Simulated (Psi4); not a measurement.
Internal rotation in C8H8O2, SMILES COc1cccc(C=O)c1. Scanned: dihedral C6–C7–C8–O9; all other coordinates were relaxed at GFN2-xTB. Points at φ and −φ are mirror images.

Geometry of the scan point at 120° (Å):
```
18

C      2.8127     0.7210     0.3788
O      2.1760    -0.5168     0.1632
C      0.8271    -0.5376     0.0155
C      0.2516    -1.7989    -0.1631
C     -1.1129    -1.9306    -0.3140
C     -1.9313    -0.8128    -0.3146
C     -1.3651     0.4455    -0.1524
C     -2.2471     1.6260    -0.0351
O     -2.2851     2.3674     0.9090
C      0.0066     0.5834     0.0431
H      2.4592     1.1992     1.2974
H      2.6656     1.4008    -0.4663
H      3.8727     0.4926     0.4763
H      0.9014    -2.6595    -0.1702
H     -1.5452    -2.9126    -0.4326
H     -2.9993    -0.9124    -0.4350
H     -2.9649     1.7357    -0.8760
H      0.4042     1.5735     0.2008
```

Computed with PBE-D3(BJ)/def2-SVP // GFN2-xTB (Psi4).

Scanned values (°): -150, -120, -90, -60, -30, 0, 30, 60, 90, 120, 150, 180.

Problem. At which scan points does the profile have its minima and maxima, and how high do they lie?

Solution. Lower than their neighbours: 0° (3.8 kJ/mol), 180° (0.0 kJ/mol). Higher than their neighbours: -90° (47.3 kJ/mol), 90° (47.3 kJ/mol). The whole profile spans 47.3 kJ/mol.
